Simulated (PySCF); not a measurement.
Gas-phase reaction: 3 SnHF3 + 2 C2H5F ⇌ 3 SnH3F + 4 CHF2

Energies from PySCF, thermal terms from the rigid-rotor harmonic-oscillator model, ideal gas at 1 bar. † marks an energy on the PBE0/def2-TZVP geometry and frequencies; other levels use their own. Open shells (unrestricted): CHF2 (multiplicity 2); the rest are closed-shell singlets. Sn: scalar-relativistic def2 core potential, no spin-orbit coupling. SnHF3, SnH3F, CHF2: computed as isolated molecules; such fragments, hydroxides, amides, oligomers or adducts are transient or little studied in the gas. The harmonic model lacks anharmonicity and excited electronic states, which grow with temperature; levels with a mode under 35 cm⁻¹ are left out. Internal rotation in C2H5F is treated as a harmonic vibration of one conformer, which makes the entropy rough.

```
level               ΔE electronic, kJ  ΔH°(298 K), kJ  ΔS°(298 K), J/K  ΔG°(1600 K), kJ
------------------  -----------------  --------------  ---------------  ---------------
M06-2X/def2-TZVP†                1553            1475              353              917
PBE/def2-SVP                     1307            1230              348              681
PBE0/def2-QZVP†                  1444            1366              353              808
r2SCAN/def2-TZVP†                1433            1355              353              797
ωB97M-V/def2-TZVP†               1490            1412              353              855
```
ΔH° is lowest at PBE/def2-SVP and highest at M06-2X/def2-TZVP†. No reference value is set beside these.
